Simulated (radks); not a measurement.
Er III, 66 electrons, occupied as [Kr] 4d10 4f12 5s2 5p5 6p1 (not the ground configuration).

Calculated with a radial shooting solver on a logarithmic mesh with Libxc functionals: Dirac Kohn-Sham, PBE, spin-unpolarised, spherical densities, point nucleus; open shells fill j = l - 1/2 first.

Energy parts (hartree):
part                       energy
total                 -13097.9736
kinetic                14460.1671
electron-nucleus      -32363.1920
Hartree                 5083.7212
exchange-correlation    -278.6699

Orbitals (lengths in bohr, moments of r in powers of bohr; <r^-3> diverges for s and p1/2):
orbital,occ.,eigenvalue (hartree),<r^-3>,<r^4>
1s1/2,2,-2106.842,-,8.640e-07
2s1/2,2,-354.3641,-,0.0001337
2p1/2,2,-337.5305,-,0.00008188
2p3/2,4,-303.8322,12190,0.0001118
3s1/2,2,-79.97126,-,0.005074
3p1/2,2,-72.59172,-,0.004555
3p3/2,4,-65.51350,2658,0.005744
3d3/2,4,-52.90725,452.5,0.004039
3d5/2,6,-51.36033,395.6,0.004338
4s1/2,2,-16.38096,-,0.1242
4p1/2,2,-13.43348,-,0.1395
4p3/2,4,-11.84331,597.5,0.1766
4d3/2,4,-6.99685,86.99,0.2466
4d5/2,6,-6.70821,74.69,0.2664
5s1/2,2,-2.66356,-,4.460
5p1/2,2,-1.85646,-,7.353
5p3/2,3,-1.64915,76.71,9.707
4f5/2,6,-0.89470,11.00,2.065
4f7/2,6,-0.85437,10.50,2.291
6p1/2,1,-0.47979,-,360.0
6p3/2,0,-0.45287,10.27,436.1

The highest occupied level is 6p1/2 at -13.056 eV. The density falls to 0.001 e/bohr^3 at r = 4.45 bohr.
